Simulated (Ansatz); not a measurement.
Ti₃Se₄⁺, 7 atoms. Hardware: 4 threads of Arm Neoverse V1 on a shared host.

Correlated methods freeze 51 core orbitals; core or outer-core shells of Ti, Se are correlated, in sets that lack core-valence functions.

Task: How many basis functions does each of these Ansatz runs have, and roughly what does it cost? PBE-D4/def2-TZVP, charge 1 doublet, energy, from earlier orbitals; PBE-D4/def2-SVP, charge 1 quartet, energy with a search over starts; B3LYP-D4/def2-TZVP, charge 1 quartet, energy, from earlier orbitals; HF/STO-3G, charge 1 quartet, energy; PBE-D4/def2-TZVP, charge 0 triplet at the geometry of the charge 1 doublet, energy, from earlier orbitals; PBE-D4/def2-SVP, charge 1 doublet, energy, from earlier orbitals; B2PLYP/def2-TZVP, charge 1 quartet, energy, from earlier orbitals; PBE0-D4/def2-TZVP, charge 1 doublet, energy, from earlier orbitals; PBE0-D4/def2-TZVP, charge 0 triplet at the geometry of the charge 1 doublet, energy; PBE0-D4/def2-TZVP, charge 0 singlet at the geometry of the charge 1 doublet, energy; MP2/def2-SVP, charge 1 quartet, energy, from earlier orbitals; PBE-D4/def2-TZVP, charge 0 singlet at the geometry of the charge 1 doublet, energy, from earlier orbitals.

Result: Other jobs shared the machine, so times can vary by a factor of up to 3.

```csv
run,functions,fitting or Cholesky vectors,wall time,peak host memory (GiB)
"PBE-D4/def2-TZVP, charge 0 singlet at the geometry of the charge 1 doublet, energy, from earlier orbitals",327,2787,13 s,0.98
"HF/STO-3G, charge 1 quartet, energy",126,1472,13 s,1.4
"PBE-D4/def2-SVP, charge 1 doublet, energy, from earlier orbitals",221,2524,18 s,0.66
"PBE-D4/def2-TZVP, charge 0 triplet at the geometry of the charge 1 doublet, energy, from earlier orbitals",327,2787,29 s,1.1
"PBE-D4/def2-TZVP, charge 1 doublet, energy, from earlier orbitals",327,2787,32 s,1.1
"PBE0-D4/def2-TZVP, charge 0 singlet at the geometry of the charge 1 doublet, energy",327,3046,45 s,2.7
"PBE-D4/def2-SVP, charge 1 quartet, energy with a search over starts",221,2524,49 s,0.78
"MP2/def2-SVP, charge 1 quartet, energy, from earlier orbitals",221,2278,1.7 min,2.9
"PBE0-D4/def2-TZVP, charge 0 triplet at the geometry of the charge 1 doublet, energy",327,2494,1.9 min,2.8
"PBE0-D4/def2-TZVP, charge 1 doublet, energy, from earlier orbitals",327,2494,2.7 min,2.6
"B3LYP-D4/def2-TZVP, charge 1 quartet, energy, from earlier orbitals",327,2494,2.9 min,3.2
"B2PLYP/def2-TZVP, charge 1 quartet, energy, from earlier orbitals",327,2494,4.5 min,3.2
```
